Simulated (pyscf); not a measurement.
Structures and frequencies: ωB97X-D3(BJ)/def2-SVP in PySCF.

Task: What is the homolytic dissociation enthalpy (298 K, ωB97M-D3(BJ)/def2-TZVP) of the Si–Si bond of H₃Si–SiH(SiH₃)–SiH₂–AsH₂, to H₃Si–SiH•–SiH₃ + •H₂Si–AsH₂?

Result: Si–Si to H₃Si–SiH•–SiH₃ + •H₂Si–AsH₂: 3.16 eV. The 7 functionals that were run give +2.85 (r²SCAN) to +3.34 eV (ωB97X-D3(BJ)). •H₂Si–AsH₂ lies 0.71 eV over its isomer H₃Si–AsH•, and others may lie lower still (electronic energy, ωB97M-D3(BJ)). Other isomers of H₃Si–SiH•–SiH₃ were not searched in full and may lie lower. Elements up to Kr have no core potential and no relativistic terms here.
